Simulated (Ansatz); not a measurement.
Ansatz results at the PBE0-D4/def2-TZVP geometry: HOMO energy (ωB97M-V/def2-TZVPP) -9.61 eV; size of the dipole moment (B3LYP/def2-TZVPP) 1.87 D; HOMO–LUMO gap (PBE0/def2-TZVPP) 6.64 eV.

Each molecule was computed in one conformer, which needn't be the lowest.

(1) Which molecule gave them?
A. `N/C=C/CS`
B. `OC1COB1[SiH3]`
C. `CBOC1O[SiH2]1`
D. `O[SiH2]SBF`

Answers

(1) C. The others give `N/C=C/CS`: -8.15, 3.00, 6.56; `OC1COB1[SiH3]`: -9.50, 1.34, 6.05; `O[SiH2]SBF`: -10.48, 1.71, 7.41.

B3LYP here is the variant with VWN-RPA as its local correlation; programs differ in this.
